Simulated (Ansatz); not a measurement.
Two isomers of CH8O2Si2: A = `OC([SiH3])O[SiH3]`, B = `C[Si](O)(O)[SiH3]`.

Isolated molecules relaxed with PBE0-D4/def2-TZVP in Ansatz; ΔE leaves out vibrations. CCSD(T)/CBS adds triple-zeta CCSD(T) − MP2 to the extrapolated MP2 energy (def2 sets, frozen cores). DFT in def2-TZVPP. B3LYP here is the variant with VWN-RPA as its local correlation; programs differ in this. Each species was taken in one conformer, which may not be the lowest.

A:

Z-matrix (Å, degrees):
```
C
Si 1 1.910
O 1 1.409 2 107.5
O 1 1.405 2 112.5 3 123.5
H 1 1.098 2 111.3 3 -120.0
H 2 1.486 1 109.4 3 172.3
H 2 1.484 1 111.0 3 50.7
H 2 1.489 1 106.7 3 -69.5
Si 3 1.658 1 121.7 2 176.8
H 4 0.963 1 108.7 2 -52.6
H 9 1.485 3 112.2 1 -79.2
H 9 1.482 3 105.5 1 161.9
H 9 1.488 3 109.8 1 42.5
```

B:

```xyz
13

C    -1.6830    0.3109    0.1371
Si    0.0074   -0.4757    0.2070
O     0.4124   -0.9509    1.7265
O     0.0137   -1.8412   -0.7278
Si    1.6919    1.0234   -0.4433
H    -1.7285    1.1795    0.7990
H    -1.9243    0.6515   -0.8741
H    -2.4568   -0.3961    0.4518
H     0.0116   -1.7580    2.0553
H    -0.5257   -1.8396   -1.5193
H     3.0354    0.3870   -0.3934
H     1.4427    1.4751   -1.8429
H     1.7033    2.2341    0.4243
```

Task: Which isomer does CCSD(T)/CBS put lower? Give the gap. (Best estimate.)

Result: The calculation gave: B, by 67.4 kcal/mol.

Task: Give E(B) − E(A) in kcal/mol with PBE0-D4, B3LYP, CCSD/def2-TZVPP, MP2/def2-TZVPP, HF/def2-TZVPP, PBE-D4, CCSD(T)/def2-TZVPP. (Estimate.)

Result: Computed: PBE0-D4 -67.1, B3LYP -64.4, CCSD/def2-TZVPP -65.8, MP2/def2-TZVPP -67.7, HF/def2-TZVPP -63.1, PBE-D4 -65.5, CCSD(T)/def2-TZVPP -65.5. None reverses the order clearly.

Largest T1 diagnostic: 0.013.

In def2-TZVPP, CCSD(T) changes the Hartree–Fock value by −2.4 kcal/mol (the triples alone add +0.2 kcal/mol) and MP2 by −4.6 kcal/mol. From PBE to PBE0 (25 % exact exchange), in def2-TZVPP and without D4, E(B) − E(A) moves by −1.6 kcal/mol.
